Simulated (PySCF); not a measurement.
CCl2F3In, SMILES F[C](F)(F)[In]([Cl])[Cl]. The structure is a stationary point at PBE-D3(BJ)/def2-SVP. The structure was generated by enumeration; whether it is a known compound was not checked. The def2 effective core potentials stand for the cores of In; spin–orbit coupling is left out.

Computed equilibrium geometry at PBE-D3(BJ)/def2-SVP (PySCF confirms it by a frequency run) as Cartesian coordinates in Å:
```xyz
7

In    -0.0489     0.0849     0.3656
C      0.2052    -0.4158    -1.7997
F     -0.6761     0.2557    -2.5654
F      0.0266    -1.7358    -2.0093
F      1.4510    -0.0900    -2.2068
Cl    -1.2562     1.9685     1.1020
Cl     0.9005    -1.2351     2.0696
```
